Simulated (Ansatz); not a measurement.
```xyz
9

S    -0.0007    0.0099    1.1902
C    -0.0048    1.2347    0.0057
C    -0.0088   -1.2393   -0.0052
C    -0.0053    0.7036   -1.2693
C    -0.0001   -0.7024   -1.2725
H    -0.0070    2.2767    0.2958
H    -0.0051   -2.2773    0.2870
H     0.0079    1.3262   -2.1657
H    -0.0081   -1.3250   -2.1775
```

Basis set: STO-3G (spherical functions). Frozen core: 9 orbitals. Charge 0, multiplicity 1.

Computed with Ansatz (development build ahead of 0.2.0); each method stands on the lowest determinant of its kind that the runs found. Restricted open shells among the atoms or ions are ROHF, correlated in semicanonical orbitals with singles.

**Question.** Give the atomization energy at this shape (free ground-state atoms in the same class of orbitals less the molecule, no zero-point energy) of singlet C4H4S by RHF-MP2, RHF.

**Answer.**

```tsv
method	atomization energy
RHF-MP2	4015.9 kJ/mol
RHF	3401.5 kJ/mol
```

This basis has no polarisation functions and is too small for such energies, which can lie far from measured ones in either direction.
